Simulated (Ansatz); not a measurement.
```xyz
9

C     0.9651    1.4044    0.5830
O    -0.1203    0.6736    0.0891
Al   -0.5056   -0.8898   -0.3334
F     0.5851   -2.1165   -0.2036
S    -2.4929   -1.3074   -1.0707
H     1.8454    0.7763    0.7576
H     1.2391    2.1897   -0.1280
H     0.6917    1.8829    1.5283
H    -2.2077   -2.6132   -1.2223
```

Total charge 0; spin multiplicity 1.

(1) List the r2SCAN/def2-TZVPP orbital energies in eV (the Gaussian-basis code of Ansatz). (An estimate is asked.)

## Answers

(1) Computed: Occupied: -2409.17, -1517.79, -665.45, -515.71, -274.44, -213.63, -157.70, -157.60, -157.52, -111.27, -71.59, -71.43, -71.39, -30.18, -26.35, -18.88, -17.67, -12.60, -11.43, -11.42, -11.29, -10.59, -10.17, -10.09, -8.41, -7.45, -7.44, -6.89. Lowest empty: -1.04, -0.24, -0.03, 1.45, 1.53, 2.72, 3.47, 3.48.
